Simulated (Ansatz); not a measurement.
Basis sets compared for the cluster Be4O3⁺. Charge 1, multiplicity 2. Geometry PBE0-D4/def2-SVP. Ansatz on 4 threads of Arm Neoverse V2 on a shared host; times are rough, and most runs start from earlier orbitals.

Cartesian coordinates in Å:
```
Be 0.8616 -1.4565 1.0575
Be 0.2371 -0.7158 -1.3775
Be -0.0992 0.5568 1.9191
Be -0.7238 1.2904 -0.5209
O -0.6402 1.4087 0.9488
O 0.7987 -1.5971 -0.3340
O -0.4343 0.5135 -1.6929
```

Another isomer (doublet) lies 0.81 eV lower at PBE0-D4/def2-TZVP; other spin states weren't run for this one.

```json
{"level": "HF/STO-3G", "functions": "35", "energy (Eh)": "-279.4839", "HOMO (eV)": "-14.56", "LUMO (eV)": "-4.57", "wall time": "0.25 s"}
{"level": "PBE-D4/def2-SVP", "functions": "78", "energy (Eh)": "-284.0588", "HOMO (eV)": "-11.92", "LUMO (eV)": "-10.79", "wall time": "1.1 s"}
{"level": "PBE0-D4/def2-SVP", "functions": "78", "energy (Eh)": "-284.0643", "HOMO (eV)": "-13.37", "LUMO (eV)": "-10.05", "wall time": "1.3 s"}
```

**Question.** Estimate the rows for HF/def2-TZVP, PBE-D4/def2-TZVP (with forces), PBE0-D4/def2-TZVP.

**Answer.** 
| level | functions | energy (Eh) | HOMO (eV) | LUMO (eV) | wall time |
| --- | --- | --- | --- | --- | --- |
| HF/def2-TZVP | 169 | -283.2987 | -16.73 | -6.29 | 1.1 s |
| PBE-D4/def2-TZVP (with forces) | 169 | -284.4165 | -11.65 | -10.52 | 2.3 s |
| PBE0-D4/def2-TZVP | 169 | -284.4272 | -13.08 | -9.72 | 2.9 s |
